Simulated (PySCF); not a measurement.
Delta-SCF ions had no search for a lower state. Excitations are Tamm–Dancoff values on a coarser integration grid. The basis has no diffuse functions, so Rydberg states are missing or too high.

Cartesian coordinates (Å):
```xyz
15

O     -0.2691    -1.9336     0.9221
Si    -0.7511    -0.5703     0.1052
Si    -2.8960     0.1408     0.7384
Si     0.8664     1.0571     0.5513
Si     3.0071     0.1879     0.1921
H     -0.8384    -2.7028     0.8691
H     -0.7791    -0.8167    -1.3700
H     -3.9027    -0.9398     0.5332
H     -2.9224     0.5345     2.1729
H     -3.2905     1.3143    -0.0884
H      0.7373     1.5414     1.9544
H      0.6200     2.2107    -0.3607
H      3.1010    -0.3399    -1.1955
H      4.0479     1.2360     0.3733
H      3.2694    -0.9195     1.1475
```
Charge 0, multiplicity 1.

Task: Estimate the S1–T1 gap (TDA), S1 oscillator strength, vertical ionisation energy (Delta-SCF), LUMO, S1 excitation (TDA), HOMO, total energy and brightest of the four lowest singlets (TDA) that ωB97X-D3(BJ)/def2-TZVP // PBE0-D3(BJ)/def2-TZVP in PySCF 2.14.0 returns for this input.

Result: 
S1–T1 gap (TDA): 0.71 eV
S1 oscillator strength: 0.124
vertical ionisation energy (Delta-SCF): 9.38 eV
LUMO: 1.05 eV
S1 excitation (TDA): 5.81 eV
HOMO: -9.68 eV
total energy: -1239.4463 Ha
brightest of the four lowest singlets (TDA): 6.71 eV
